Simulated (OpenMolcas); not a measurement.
Re3+: moving or changing the point charges

Re3+ among 6 point charges of -1.7 e arranged as a tetragonal octahedron (D4h), 1.78 Å from the ion, with the axial distance 2.065 Å.

| Quantity | Value |
| --- | --- |
| Program | OpenMolcas |
| Method | CASSCF |
| Basis | ANO-RCC-VDZP [7s6p4d2f1g] |
| Scalar Hamiltonian | DKH2, point nucleus |
| Active space | 4 electrons in 5 orbitals (5d) |
| State averaging | 2S+1 = 5 even, 5 roots; 2S+1 = 3 even, 45 roots; 2S+1 = 1 even, 50 roots |
| Spin-orbit coupling | state interaction with AMFI integrals over the reference wave functions |

Runs around this geometry, states (labels of D4, the rotations of D4h). Energies in cm-1 above the lowest state or level, χT in cm3 K/mol.

```tsv
R (Å)	q (e)	Axial / equatorial distance	Ground state	First state of that spin	First gap with spin-orbit (degeneracies)	χT at 300 K	First state of another spin
1.78	-1.1	1.16	5B1	5A1 9964	1056 (1, 1)	0.476	3E 9654
1.78	-1.7	1.16	5B1	5A1 16313	972.7 (1, 1)	0.583	3E 5533
1.98	-1.7	1.16	5B1	5A1 11635	926.2 (1, 1)	0.538	3E 10518
1.78	-1.7	1.25	5B1	5B2 21437	538.5 (1, 1)	1.021	3E 10173
```

Taking the first state of the same spin as R^-n, n = -ln(11635 / 16313) / ln(1.98 / 1.78) = 3.2 between the shortest and longest distance.

Scaling the charges by -1.1 / -1.7 = 0.65 scales the first state of the same spin by 9964 / 16313 = 0.61; with fixed orbitals a first-order splitting would follow the charge.

Without dynamic correlation the repulsion within the d shell is too large (B by tens of per cent), so at a given field states of lower spin stand too high. This shell can be high or low spin here, a state of another spin lies low, and with metal d orbitals alone active their balance is uncertain, so the ground spin may be wrong. Point charges give a weaker field than real ligands, and real ions of this kind are as a rule low spin; the high spin found here belongs to the model. Spin-orbit coupling mixes the spin-free states strongly: the lowest level takes only 62 % from its leading state, 5B1 (figures for R = 1.78, q = -1.1, ratio = 1.16; the like holds for R = 1.78, q = -1.7, ratio = 1.16, R = 1.98, q = -1.7, ratio = 1.16). Point charges carry no covalency, so the field is a model and not that of real ligands. No measured value stands beside these numbers.
